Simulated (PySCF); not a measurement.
How methods differ on the excitation energy of P²⁺

P²⁺ [Ne] 3s2 3p1 (2P) → P²⁺ [Ne] 3s1 3p1 4s1 (4P), as a difference of total energies. All numbers are calculated (PySCF 2.14, no relativity, point nucleus, in aug-cc-pV(T+d)Z with one added diffuse shell each of s, p, d, f type (7s6p5d3f, 71 functions)). Correlated levels: valence: [Ne] frozen. The calculations carry no spin-orbit coupling.

```
           method  excitation energy (eV)
              UHF                  21.276
              LDA                  22.536
              PBE                  22.464
             PBE0                  22.431
           r2SCAN                  22.246
            TPSSh                  22.551
             PW91                  22.492
             BP86                  22.517
        BHandHLYP                  22.780
    MP2 (valence)                  22.270
SCS-MP2 (valence)                  22.630
```

Problem. How much does correlation contribute at MP2 (valence)?

Solution. 22.270 − (21.276) = 0.994 eV, measured against UHF.

The promoted electron is Rydberg-like, and one or two diffuse shells describe it only roughly, which tends to raise the upper state.
